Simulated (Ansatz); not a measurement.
`BB(N)[SiH3]` + H₂ → `BBN` + SiH₄ at 500 K and 1 bar (hydrogenolysis of a B–Si bond).

Calculated with Ansatz (gas phase, PBE0-D4/def2-TZVP geometries, no zero-point term in ΔE). CBS: MP2 limit from def2 TZ/QZ plus the TZ coupled-cluster correction, frozen cores. This one scheme is used for every species. Each species was taken in one conformer, which may not be the lowest.

| species | CCSD(T)/CBS energy (Eh) | H − E (kJ/mol) | S (J/(mol·K)) |
| --- | --- | --- | --- |
| `BB(N)[SiH3]` | -397.57337 | 247.8 | 408.3 |
| H₂ | -1.17544 | 41.0 | 145.5 |
| `BBN` | -107.29684 | 188.9 | 317.4 |
| SiH₄ | -291.46306 | 102.4 | 230.9 |

H − E and S are ideal-gas, rigid-rotor, harmonic terms from PBE0-D4/def2-TZVP, for one conformer and one mirror image of each species. The MP2-based limit puts H₂ 0.8 mEh under its directly extrapolated value; such offsets cancel only in part. 1 Eh = 2625.50 kJ/mol, R = 8.31446 J/(mol·K).

Question: By hand: ΔE, ΔH, ΔS and ΔG.

Answer: ΔE = (-107.29684) + (-291.46306) − (-397.57337) − (-1.17544) = -0.01109 Eh = -29.1 kJ/mol. Δ(H − E) = 188.9 + 102.4 − 247.8 − 41.0 = 2.5, so ΔH = -26.6 kJ/mol. ΔS = 317.4 + 230.9 − 408.3 − 145.5 = -5.5 J/(mol·K). ΔG = -26.6 − 500 × (-5.5)/1000 = -23.9 kJ/mol.

Question: By hand: the equilibrium constant, and the temperature at which ΔG would vanish if ΔH and ΔS stayed fixed.

Answer: log₁₀ K = −ΔG/(RT ln 10) = 2.5. ΔG = 0 at ΔH/ΔS = 4836 K, far beyond where these terms or the molecules hold.

The number of gas molecules stays the same, so ΔS is small and ΔH decides. A doubt of 5 kJ/mol in ΔE shifts log₁₀ K by 0.5 here. Other conformers and mirror images would add mixing entropy, several J/(mol·K) or more a flexible species. Modes under 60 cm⁻¹, often nearly free rotors, make the harmonic entropy too high. These are equilibria of isolated gas molecules and say nothing of rates. Largest T1 diagnostic: 0.014 (customary marks: 0.02 for closed shells, 0.045 for open ones).
